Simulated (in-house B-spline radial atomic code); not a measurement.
Configurations of the germanium ion Ge⁵⁺, with energies counted from [Ar] 3d9. Level of theory: non-relativistic wB97X, spin-polarised, spherical fractional occupations, exact exchange averaged over the configuration, point nucleus; calculated with a radial B-spline atomic code at the basis-set limit. Shells without spins written out take the highest spin.

Occupations are held fixed; configurations that lie above the ionisation limit could autoionise.

| configuration | E - E(ref) (eV) | highest orbital | its <r> (bohr) |
| --- | --- | --- | --- |
| [Ar] 3d8 4p1 | 53 | 4p up | 1.78 |
| [Ne] 3s2 3p5 3d10 | 87.084 | 3d down | 0.6804 |
| [Ne] 3s2 3p5 3d9 4d1 | 159.12 | 4d up | 2.202 |
| [Ne] 3s2 3p5 3d9 4f1 | 173.79 | 4f up | 2.911 |

(1) Order these further configurations by energy, lowest first.
A. [Ar] 3d8 4d1
B. [Ar] 3d8 4s1
C. [Ar] 3d8 4f1
D. [Ne] 3s2 3p5 3d9 4s1
E. [Ne] 3s2 3p5 3d9 4p1

Results:

(1) B (40.444 eV), A (71.939 eV), C (86.596 eV), D (127.51 eV), E (140.09 eV).
